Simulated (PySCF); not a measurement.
Species: C10H16.
SMILES with atom numbers: `[CH2:1]=[CH:2][CH2:3][C@@H:4]1[C@H:5]2[CH2:6][C@@H:7]1[C@H:8]([CH3:9])[CH2:10]2` (hydrogens: H11, H12 on C1; H13 on C2; H14, H15 on C3; H16 on C4; H17 on C5; H18, H19 on C6; H20 on C7; H21 on C8; H22, H23, H24 on C9; H25, H26 on C10)

The same species was optimised twice, with GFN2-xTB and with PBE0-D3(BJ)/def2-SVP (PySCF), and the same property calculations (PySCF, gas phase) were run on both structures.

```tsv
coordinate	GFN2-xTB	PBE0-D3(BJ)/def2-SVP	change
C1=C2 (Å)	1.319	1.334	+0.015
C4–C5 (Å)	1.542	1.551	+0.009
C8–C10 (Å)	1.549	1.557	+0.008
C6–C7 (Å)	1.538	1.545	+0.007
C5–C6 (Å)	1.536	1.543	+0.007
C4–C7 (Å)	1.544	1.551	+0.007
C7–C8 (Å)	1.534	1.539	+0.005
C8–C9 (Å)	1.523	1.519	-0.004
C3–C4 (Å)	1.525	1.521	-0.004
C5–C10 (Å)	1.530	1.533	+0.003
C2–C3 (Å)	1.496	1.496	0.000
C2–C3–C4 (°)	110.4	111.8	+1.4
C1–C2–C3 (°)	124.5	125.4	+0.9
C9–C8–C10 (°)	114.6	115.3	+0.7
C7–C8–C9 (°)	114.5	115.1	+0.6
C3–C4–C5 (°)	121.6	122.1	+0.5
C4–C5–C10 (°)	103.4	103.0	-0.4
C6–C5–C10 (°)	101.0	101.4	+0.4
C4–C5–C6 (°)	85.9	85.6	-0.3
C1–C2–C3–C4 (°)	-124	-121	+3
C2–C3–C4–C5 (°)	168	166	-2
```

Rotational constants: A = 2147, B = 990.0, C = 838.5 MHz (GFN2-xTB) against A = 2102, B = 994.8, C = 836.5 MHz (PBE0-D3(BJ)/def2-SVP). Point groups within 0.08 Å: C1 and C1.

On the GFN2-xTB structure: HOMO (eV) -7.32 [PBE0/pcSseg-1]; LUMO (eV) 0.53 [PBE0/pcSseg-1]; dipole (D) 0.28 [PBE0/pcSseg-1]; GIAO shielding of C1 (ppm) 65.8 [PBE0/pcSseg-1]; GIAO shielding of C2 (ppm) 40.3 [PBE0/pcSseg-1]; GIAO shielding of C3 (ppm) 150.5 [PBE0/pcSseg-1]; GIAO shielding of C4 (ppm) 137.6 [PBE0/pcSseg-1]; GIAO shielding of C5 (ppm) 144.2 [PBE0/pcSseg-1]; GIAO shielding of C6 (ppm) 152.7 [PBE0/pcSseg-1]; GIAO shielding of C7 (ppm) 140.3 [PBE0/pcSseg-1]; GIAO shielding of C8 (ppm) 155.8 [PBE0/pcSseg-1].

Problem. What do these properties become on the PBE0-D3(BJ)/def2-SVP structure?

Solution. 
```
                                    property          level  on GFN2-xTB  on PBE0-D3(BJ)/def2-SVP  change
                                   HOMO (eV)  PBE0/pcSseg-1        -7.32                    -7.30   +0.02
                                   LUMO (eV)  PBE0/pcSseg-1         0.53                     0.43   -0.10
                                  dipole (D)  PBE0/pcSseg-1         0.28                     0.27   -0.01
energy, GFN2-xTB geometry as zero (kcal/mol)  PBE0/pcSseg-1          0.0                     -0.8    -0.8
                  GIAO shielding of C1 (ppm)  PBE0/pcSseg-1         65.8                     61.6    -4.2
                  GIAO shielding of C2 (ppm)  PBE0/pcSseg-1         40.3                     37.7    -2.6
                  GIAO shielding of C3 (ppm)  PBE0/pcSseg-1        150.5                    150.2    -0.3
                  GIAO shielding of C4 (ppm)  PBE0/pcSseg-1        137.6                    135.9    -1.7
                  GIAO shielding of C5 (ppm)  PBE0/pcSseg-1        144.2                    142.1    -2.1
                  GIAO shielding of C6 (ppm)  PBE0/pcSseg-1        152.7                    150.0    -2.7
                  GIAO shielding of C7 (ppm)  PBE0/pcSseg-1        140.3                    138.2    -2.1
                  GIAO shielding of C8 (ppm)  PBE0/pcSseg-1        155.8                    154.5    -1.3
```

The heavy atoms differ by 0.023 Å rms after alignment. Among bonds between heavy atoms C1=C2 changes most (+0.015 Å). Changes are differences of the printed values. Neither structure is proved a minimum here.
